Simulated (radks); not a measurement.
Task: These are the eigenvalues of the occupied orbitals of an atom or ion with whole-number occupations (eV). All-electron calculation, Dirac Kohn-Sham, LDA (Slater exchange, Perdew-Wang correlation), spin-unpolarised, spherical densities, finite nucleus; Fermi nuclear charge, rms radius of each element as measured or else 0.836 A^(1/3) + 0.57 fm. Program: a radial shooting solver on a logarithmic mesh with Libxc functionals.

| orbital | eigenvalue |
|---|---|
| 1s1/2 | -31619.73 |
| 2s1/2 | -4890.967 |
| 2p1/2 | -4588.328 |
| 2p3/2 | -4314.197 |
| 3s1/2 | -1012.982 |
| 3p1/2 | -888.2654 |
| 3p3/2 | -837.1808 |
| 3d3/2 | -616.2224 |
| 3d5/2 | -605.5267 |
| 4s1/2 | -213.3986 |
| 4p1/2 | -170.3953 |
| 4p3/2 | -160.5380 |
| 4d3/2 | -91.5386 |
| 4d5/2 | -90.0213 |
| 5s1/2 | -57.8512 |
| 6s1/2 | -26.1378 |

Which element is it, and in what charge state? The configuration may be excited. Open shells, if any, fill j = l - 1/2 first.

Result: Z = 52, tellurium, charge +4: Te4+ in [Kr] 4d10 5s1 6s1. The list shows which subshells hold electrons but not how many an open one holds; the 1s level, -1162 hartree, gives Z - s = 48.2 by -(Z - s)^2/2, which with screening and relativity narrows Z to a few neighbours, and the depths of the outer levels then fix element, charge and occupations together.
